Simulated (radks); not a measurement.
The numbers below are computed, except where a source is named.
Species: Tc20+. Configuration: [Ar] 3d5 (the NIST ground configuration). Level of theory: scalar-relativistic Kohn-Sham, exchange-only r2SCAN, spin-polarised, spherical densities, finite nucleus; open shells are filled with parallel spins first (spin-orbit coupling, left out, can overturn this in heavy ions); meta-GGA in the generalised Kohn-Sham scheme; Fermi nuclear charge, rms radius 4.4112 fm (a radial shooting solver on a logarithmic mesh with Libxc functionals). Some entries of the table are withheld. Estimate them.

orbital,occ.,eigenvalue (hartree),<r^2> (bohr^2)
1s up,1,-794.3381,0.001587
1s down,1,-794.3380,0.001587
2s up,1,-135.7731,0.02618
2s down,1,-135.1916,0.02603
2p up,3,-124.1600,0.02062
2p down,3,-123.7297,0.02047
3s up,1,-41.90619,0.1741
3s down,1,-41.23263,0.1764
3p up,3,-38.06309,(1)
3p down,3,-37.35375,(2)
3d up,5,-32.27817,0.1462
3d down,0,-31.41587,0.1498
4s up,0,(3),0.7263
4s down,0,(4),0.7411
4p up,0,-17.57019,0.7644
4p down,0,-17.19563,0.7842

Answer. 
(1) 3p up <r^2> (bohr^2): 0.1718
(2) 3p down <r^2> (bohr^2): 0.1746
(3) 4s up eigenvalue (hartree): -18.98995
(4) 4s down eigenvalue (hartree): -18.62067
